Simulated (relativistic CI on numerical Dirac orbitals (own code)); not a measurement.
# Electric-dipole transitions in Mo IV

Calculated at this level of theory: Dirac-Coulomb-Breit CI, separate exchange-only KLI orbitals for each configuration, model QED (radiative potential, 1s self-energy scaled to tabulated hydrogen-like ionisation energies), valence Slater integrals scaled by 0.85, configuration energies shifted to the measured levels that pair with them (semi-empirical) (own radial code, finite nucleus).

Configurations in the expansion (outside the closed core [Ar] 3d10): 4s2 4p6 4d3, 4s2 4p6 4d2 5s, 4s2 4p6 4d2 5p, 4s2 4p6 4d2 4f, 4s2 4p6 4d 5s2, 4s2 4p6 4d2 6s, 4s2 4p6 4d2 5d, 4s2 4p6 4d 5s 5p, 4s2 4p5 4d4, 4s2 4p6 4d 4f2, 4s2 4p6 4d2 6p, 4s2 4p6 4d2 6d, 4s2 4p6 4d2 5f, 4s2 4p6 4d2 5g, 4s2 4p6 4d 5p2, 4s2 4p6 4d2 6f, 4s2 4p6 4d 5s 5d, 4s2 4p6 4d 4f 5s, 4s2 4p4 4d5, 4s2 4p5 4d3 4f, 4s2 4p6 4d 5p 5d, 4s2 4p6 4d 4f 5p, 4s 4p6 4d4. Levels of other configurations are missing.

| λ vac (nm) | Lower | Upper | A (s⁻¹) | gf | Branching (%) |
| --- | --- | --- | --- | --- | --- |
| 86.383 | 4s2 4p6 4d3 4F_5/2 [2] | 4s2 4p6 4d2 5p 4D°_3/2 [49] | 1.20e+09 | 5.35e-01 | 40.3 |
| 86.488 | 4s2 4p6 4d3 4F_3/2 [1] | 4s2 4p6 4d2 5p 4D°_1/2 [46] | 2.02e+09 | 4.52e-01 | 59.5 |
| 86.855 | 4s2 4p6 4d3 4F_9/2 [4] | 4s2 4p6 4d2 5p 4D°_7/2 [51] | 1.25e+09 | 1.13e+00 | 46.3 |
| 87.120 | 4s2 4p6 4d3 4F_7/2 [3] | 4s2 4p6 4d2 5p 4D°_5/2 [48] | 1.10e+09 | 7.50e-01 | 42.4 |
| 88.624 | 4s2 4p6 4d3 4F_9/2 [4] | 4s2 4p6 4d2 5p 4F°_9/2 [45] | 1.58e+09 | 1.86e+00 | 65.7 |
| 88.784 | 4s2 4p6 4d3 4F_7/2 [3] | 4s2 4p6 4d2 5p 4F°_7/2 [42] | 1.52e+09 | 1.44e+00 | 61.6 |
| 89.177 | 4s2 4p6 4d3 4F_5/2 [2] | 4s2 4p6 4d2 5p 4F°_5/2 [39] | 1.28e+09 | 9.12e-01 | 54.1 |
| 89.477 | 4s2 4p6 4d3 4F_3/2 [1] | 4s2 4p6 4d2 5p 4F°_3/2 [38] | 1.47e+09 | 7.04e-01 | 61.5 |
| 90.941 | 4s2 4p6 4d3 2H_11/2 [15] | 4s2 4p6 4d2 5p 2G°_9/2 [65] | 2.18e+09 | 2.70e+00 | 63.8 |
| 173.82 | 4s2 4p6 4d2 5s 2G_7/2 [32] | 4s2 4p6 4d2 5p 2F°_5/2 [78] | 7.59e+08 | 2.06e+00 | 32.1 |
| 177.53 | 4s2 4p6 4d2 5s 2G_9/2 [31] | 4s2 4p6 4d2 5p 2F°_7/2 [77] | 6.26e+08 | 2.36e+00 | 27.3 |
| 188.68 | 4s2 4p6 4d2 5s 2G_9/2 [31] | 4s2 4p6 4d2 5p 2H°_11/2 [73] | 6.81e+08 | 4.36e+00 | 44.1 |
| 191.53 | 4s2 4p6 4d2 5s 4F_9/2 [23] | 4s2 4p6 4d2 5p 4F°_9/2 [45] | 4.59e+08 | 2.52e+00 | 19.1 |
| 191.69 | 4s2 4p6 4d2 5s 4F_9/2 [23] | 4s2 4p6 4d2 5p 4G°_11/2 [44] | 6.86e+08 | 4.54e+00 | 77.4 |
| 195.44 | 4s2 4p6 4d2 5s 2G_7/2 [32] | 4s2 4p6 4d2 5p 2H°_9/2 [71] | 5.92e+08 | 3.39e+00 | 36.0 |
| 195.47 | 4s2 4p6 4d2 5s 4F_7/2 [22] | 4s2 4p6 4d2 5p 4G°_9/2 [40] | 4.53e+08 | 2.59e+00 | 48.0 |
| 199.11 | 4s2 4p6 4d2 5s 4F_5/2 [21] | 4s2 4p6 4d2 5p 4G°_7/2 [37] | 3.97e+08 | 1.89e+00 | 45.0 |
| 199.31 | 4s2 4p6 4d2 5s 2F_5/2 [24] | 4s2 4p6 4d2 5p 2G°_7/2 [52] | 4.75e+08 | 2.26e+00 | 18.6 |
| 201.11 | 4s2 4p6 4d2 5s 2F_7/2 [25] | 4s2 4p6 4d2 5p 2G°_9/2 [54] | 4.47e+08 | 2.71e+00 | 17.9 |
| 208.66 | 4s2 4p6 4d2 5s 2G_9/2 [31] | 4s2 4p6 4d2 5p 2G°_9/2 [65] | 4.70e+08 | 3.07e+00 | 13.8 |

Terms are leading LS components. Brackets give the number of a level in order of energy, since labels repeat. The list gives strong lines, with weight on those to low levels, without configurations that were not tied to measured data, without lines whose two gauges differ by over a factor of 2.5, among the lowest 400 of 2984 levels, so that lines to higher ones, which can be the strongest, are missing, and without lines across small gaps between configurations. Levels whose partners in the same complex of configurations lie outside the list can be far off, and so can their lines. Rates are taken at the computed energies, electric ones in the length gauge.

Configurations whose levels could be paired with our table of measured levels were shifted onto them, all but the ground configuration, by the median error of their levels; single terms can still be off by 1,000 to 2,000 cm⁻¹ or more, and rates follow the energies as ν³ (E1, M1) or ν⁵ (E2). The others borrow a shift and can be off by several thousand cm⁻¹ or more. The fine structure of a lone outer electron comes out too small, for d and f at times inverted, and misplaced configurations move strength between like terms. 58 of the 64 excited levels that our extract of the measured tables holds in this range could be paired (the sources list more); they are missed by 336 cm⁻¹ on average and 1416 at most, after the shifts were fitted to these levels, and levels without a partner can miss by more. Some levels of the ground configuration have no partner and can miss by 10 % or more.

LS names give the leading component of a level, which can be under half, so a name can repeat, a term be missing and a line seem to break the LS rules.
